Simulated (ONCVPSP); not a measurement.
# Before and after: ONCV potential for Mg

```json
{"Element": "magnesium", "Generator": "ONCVPSP 4.0.1", "Type": "optimised norm-conserving Vanderbilt (ONCV)", "Functional": "PBE", "Relativity": "scalar-relativistic", "Frozen core": "[He]", "Valence charge": "10", "Reference configuration": "2s2 2p6 3s2", "Partial waves": "2s+3s: rc 1.30 bohr, ncon 4, nbas 8, qcut 10.8 1/bohr, 2 projectors; 2p: rc 0.75 bohr, ncon 5, nbas 9, qcut 16.9 1/bohr, 2 projectors, debl 0.4 Ha; d scattering state at 0.3 Ha: rc 1.00 bohr, ncon 4, nbas 8, qcut 8.1 1/bohr, 2 projectors, debl 1 Ha", "Local potential": "polynomial inside 0.65 bohr (lpopt 3, dvloc0 1 Ha)", "Core correction": "polynomial model core, fcfact 0.35"}
```

In the p channel the program set the typed energies aside and used -1.713, 0.250 Ha.

All-electron outer shells of the reference configuration (PBE, scalar-relativistic, ld1.x):

```json
{"shell": "1s", "level (eV)": "-1259.65", "outermost node (bohr)": "–", "outermost maximum (bohr)": "0.09"}
{"shell": "2s", "level (eV)": "-79.85", "outermost node (bohr)": "0.18", "outermost maximum (bohr)": "0.54"}
{"shell": "2p", "level (eV)": "-46.61", "outermost node (bohr)": "–", "outermost maximum (bohr)": "0.48"}
{"shell": "3s", "level (eV)": "-4.70", "outermost node (bohr)": "0.90", "outermost maximum (bohr)": "2.56"}
```

Change: s: qcut 13.7.

Cutoffs: the cutoffs (Ha) at which the residual kinetic energy of the hardest occupied pseudo-wave falls to 1 and 0.1 mHa per electron; they do not see the model core or the augmentation charge, which bear on the density cutoff. Errors are all-electron minus pseudo energies relative to the spin-unpolarised reference configuration.

Q: How do hardness, ghosts and transferability respond?

A: The potential gets neither clearly harder nor softer (122 Ha and 143 Ha → 122 Ha and 143 Ha); the p channel sets the loose cutoff, while the largest relative change is in s, which becomes harder; the errors of the 4 common tests hardly move; neither file shows a bound ghost.

| quantity | base | changed |
| --- | --- | --- |
| cutoff, loose | 122 Ha | 122 Ha |
| cutoff, tight | 143 Ha | 143 Ha |
| loose cutoff by channel | s 22 Ha, p 122 Ha | s 39 Ha, p 122 Ha |
| bound ghosts | none | none |
| GHOST(+) flags under 300 eV | none | none |
| error for 2s2 2p6 3s1, meV [ΔE 7.96 eV] | -0.2 | -0.2 |
| error for 2s2 2p6 3s0, meV [ΔE 22.99 eV] | -1.1 | -0.9 |
| error for 2s2 2p6 3s1.5, meV [ΔE 3.14 eV] | -0.1 | -0.1 |
| error for 2s2 2p6 3s1 3p1, meV [ΔE 3.49 eV] | 0.0 | 0.0 |
| s: phases at 1.32 bohr within 0.05 rad from the reference energy up to (Ha; the scan ends near 5) | to the end of the scan | to the end of the scan |
| p: phases at 0.76 bohr within 0.05 rad from the reference energy up to (Ha; the scan ends near 5) | to the end of the scan | to the end of the scan |
| d: phases at 1.02 bohr within 0.05 rad from the reference energy up to (Ha; the scan ends near 5) | to the end of the scan | to the end of the scan |
| rms error of d²Exc/dni dnj with the model core, mHa | 2.06 | 1.98 |
